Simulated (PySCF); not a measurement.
A calculated (UHF, PySCF 2.14, cc-pV5Z, the non-relativistic Hamiltonian (point nucleus)) atom or ion has these occupied shells.

```csv
shell,electrons,orbital energy (eV),"rms radius, mean of both spins (bohr)"
1s α,1,-466.41,0.264
1s β,1,-465.18,0.264
2s α,1,-58.751,1.28
2s β,1,-54.132,1.28
2p α,1,-48.043,1.24
```

Question: Name the element and its charge.

Answer: N²⁺ (nitrogen, charge +2), in [He] 2s2 2p1, 2P determinant.
